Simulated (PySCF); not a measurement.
W(NH)2(F)(Br) (BrFH2N2W), SMILES [NH]=[W](=[NH])([F])[Br], multiplicity 1.

The structure is a stationary point at B3LYP-D3(BJ)/def2-SVP. The multiplicity is an assumed one; no other spin state was optimised. The structure was generated by enumeration; whether it is a known compound was not checked. The def2 effective core potentials stand for the cores of W; spin–orbit coupling is left out.

Calculation: ωB97X/def2-TZVP (PySCF).

Symmetry labels are those of the subgroup Cs that the program uses (full group Cs).

Q: List the valence orbital energies around the gap with their symmetry. (Estimate from the structure and the level; the computed values follow.)

A: 
```csv
orbital,symmetry,energy (eV)
HOMO−7,A",-15.15
HOMO−6,A',-13.21
HOMO−5,A",-12.62
HOMO−4,A',-12.37
HOMO−3,A',-11.65
HOMO−2,A",-11.11
HOMO−1,A',-10.81
HOMO,A",-10.37
LUMO,A',-0.15
LUMO+1,A",0.77
LUMO+2,A',0.86
LUMO+3,A',1.52
```
